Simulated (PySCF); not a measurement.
An unknown is described by computed data only.

Formula: C10H18Si.

- 13C NMR: chemical shifts (computed TMS as zero) by class: 146.8 (3 C), 142.9 (3 C), 28.5 (3 C), 19.6 (1 C) ppm [GIAO B3LYP/pcSseg-1]
- Dipole: 0.15 D [B3LYP/def2-SVPD]
- XPS: Si2p3/2 105.5, C1s 289.7 (×3), C1s 289.7, C1s 290.1 (×3), C1s 290.1 (×3), Si1s 1845.4 eV [ΔSCF SCAN, pcX-2 on the ionised atom, pcseg-1 elsewhere, spin-free X2C, 2p3/2 from a spin–orbit splitting computed afterwards within the 2p shell]
- Polarisability: 148.3 au [B3LYP/def2-SVPD]
- UV, strongest line: among the 10 lowest singlet transitions: S7/S8 at 6.48 eV (191 nm, f = 0.133 summed over these states) [TDDFT B3LYP/def2-SVPD]
- Rotational structure: rotational constants A, B, C: 1.025, 0.740, 0.738 GHz [PBE0-D3(BJ)/def2-SVP]
- 1H NMR: chemical shifts (computed TMS as zero) by class: 6.40 (1 H), 6.40 (1 H), 6.39 (1 H), 6.36 (3 H), 6.03 (3 H), 0.99 (9 H) ppm [GIAO B3LYP/pcSseg-1]

Electronic properties: PySCF, gas phase, density fitting. Levels stand in brackets. Geometry: PBE0-D3(BJ)/def2-SVP, one conformer, isolated molecule. NMR classes are plain means over equivalent atoms (diastereotopic ones count apart unless rotation or inversion swaps them), as if these changed places fast.

Q: Give a SMILES that accounts for the data.

A: 10 carbons fall into 4 classes; from least to most shielded: carbon bonded to C and 2 H (146.8 ppm, 3 C), carbon bonded to C, Si and H (142.9 ppm, 3 C), carbon bonded to C and 3 H (28.5 ppm, 3 C), carbon bonded to 3 C and Si (19.6 ppm). Hydrogen classes from least to most shielded: 1 H on a carbon bonded to C and 2 H (6.40 ppm), 1 H on a carbon bonded to C and 2 H (6.40 ppm), 1 H on a carbon bonded to C and 2 H (6.39 ppm), 3 H on 3 like atoms (carbon bonded to C, Si and H) (6.36 ppm), 3 H on 3 like atoms (carbon bonded to C and 2 H) (6.03 ppm), 9 H on 3 like atoms (carbon bonded to C and 3 H) (0.99 ppm). The core levels belong to: Si2p3/2 105.5 eV, silicon bonded to 4 C; C1s 289.7 eV, carbon bonded to C, Si and H; C1s 289.7 eV, carbon bonded to 3 C and Si; C1s 290.1 eV, carbon bonded to C and 2 H; C1s 290.1 eV, carbon bonded to C and 3 H; Si1s 1845.4 eV, silicon bonded to 4 C. By its constants the optimised geometry is a nearly prolate symmetric top. Structure: Si(vinyl)3(tBu) (`C([Si](C=C)(C=C)C(C)(C)C)=C`). Computed isomers that give other values at the same levels: `C=C[Si](C=C)(C=C)CCCC` (13C chemical shifts (computed TMS as zero) by class: 146.0 (3 C), 143.8 (3 C), 29.6 (1 C), 28.6 (1 C), 14.8 (1 C), 14.2 (1 C) ppm). The assignments are read from this structure; whether some other isomer fits the data as well wasn't checked.
